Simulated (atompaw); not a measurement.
**Cutoff test, Ti (Z = 22), PAW (atompaw)**

| Item | Value |
| --- | --- |
| Element | titanium |
| Generator | atompaw 4.2.0.5 |
| Type | PAW |
| Functional | PBE |
| Relativity | scalar-relativistic |
| Frozen core | [Ne] 3s2 |
| Valence charge | 10 |
| Reference configuration | 3p6 3d2 4s0 4p0 (charge +2) |
| Partial waves | 4s (bound, empty): rc 2.60 bohr; 4s channel at 3.45 Ry: rc 2.60 bohr; 3p (bound): rc 1.15 bohr; 4p (bound, empty): rc 2.00 bohr; 3d (bound): rc 2.60 bohr; 3d channel at -1.1 Ry: rc 2.60 bohr |
| Local potential | bessel scheme, radius 1.95 bohr |
| Core correction | smooth core density matched at 2.25 bohr |
| Augmentation charge | sinc compensation charge, radius 2.15 bohr; PAW radius 2.60 bohr; waves and projectors: custom polynom2 7 10 vanderbiltortho |

The pseudo-atom Hamiltonian at the reference potential is diagonalised in spherical Bessel functions j_l(qr) that vanish at 20 bohr, with q² up to the cutoff. All-electron valence levels (Ry): 4s -1.2417, 3p -4.0251, 4p -0.9121, 3d -1.4465.

Task: How do the lowest levels (Ry) of each channel move with the cutoff, and are there ghosts?

Result:

```csv
cutoff (Ry),s #1,p #1,p #2,d #1,d #2,f #1,Σ f·Δε (mRy)
8,-1.2408,-1.4987,-0.6764,-1.4057,-0.4889,-0.2842,15237.9
15,-1.2417,-3.7313,-0.9098,-1.4389,-0.4894,-0.2843,1775.9
25,-1.2417,-4.0106,-0.9121,-1.4434,-0.4897,-0.2843,91.1
35,-1.2417,-4.0164,-0.9121,-1.4454,-0.4898,-0.2843,52.0
50,-1.2417,-4.0194,-0.9121,-1.4462,-0.4898,-0.2843,32.6
70,-1.2417,-4.0201,-0.9121,-1.4464,-0.4898,-0.2843,28.0
100,-1.2417,-4.0213,-0.9121,-1.4464,-0.4898,-0.2843,20.3
140,-1.2417,-4.0217,-0.9121,-1.4464,-0.4898,-0.2843,17.9
180,-1.2417,-4.0221,-0.9121,-1.4465,-0.4898,-0.2843,16.0
260,-1.2417,-4.0240,-0.9121,-1.4465,-0.4898,-0.2843,4.1
400,-1.2417,-4.0247,-0.9121,-1.4465,-0.4898,-0.2843,0.0
```

Result: no extra level below or beside the all-electron valence levels (s, p, d, f tested); 10 mRy is reached at 230 Ry and 1 mRy at over 300 Ry.
